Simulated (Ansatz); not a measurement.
A made-up structure of BSiH4OF, singlet:

B1  (-0.891, 1.184, -0.181)
Si2  (0.500, -0.269, -0.179)
O3  (-0.020, -1.348, 0.940)
F4  (0.561, -0.940, -1.635)
H5  (-1.989, 0.952, -0.592)
H6  (-0.674, 2.284, 0.233)
H7  (1.907, 0.117, 0.112)
H8  (0.858, -0.850, -2.491)
(Å)

It is relaxed with PBE-D4/def2-SVP and then PBE0-D4/def2-TZVP (Ansatz 0.2.0). Atoms count as bonded within 1.22 times the sum of their covalent radii (H–H: 0.88 Å). The end point is not checked to be a true minimum.

Problem. Does its bonding change? (Judge from chemistry; the calculation decides.)

Solution. The calculation gives: Yes. Formed: O3–H8; broken: F4–H8.

Where it ends: The first stage lowers the energy by 4.81 eV in 53 steps. It ends as BSiH₄OF ([BH2][SiH]([OH])[F]):
```csv
atom,x (Å),y (Å),z (Å)
B1,-0.9171,1.2687,-0.2353
Si2,0.5731,-0.0114,-0.6684
O3,-0.0174,-1.4918,-0.2849
F4,0.9067,0.0834,-2.2348
H5,-1.9199,1.2508,-0.8850
H6,-0.8553,2.0480,0.6685
H7,1.8839,0.1957,0.0041
H8,0.5981,-2.2151,-0.1567
```

Labels in which every atom is bracketed show which atoms are joined, not bond orders.

For scale, one of the runs: PBE0-D4/def2-TZVP relaxation, 154 basis functions, launched by `ansatz run in.yaml --threads 2 --pin off --events-out ev --progress --plain --max-ram 4352MiB`. Hardware: 2 CPU threads of an Arm Neoverse V1, shared host. Wall time about 93 s.
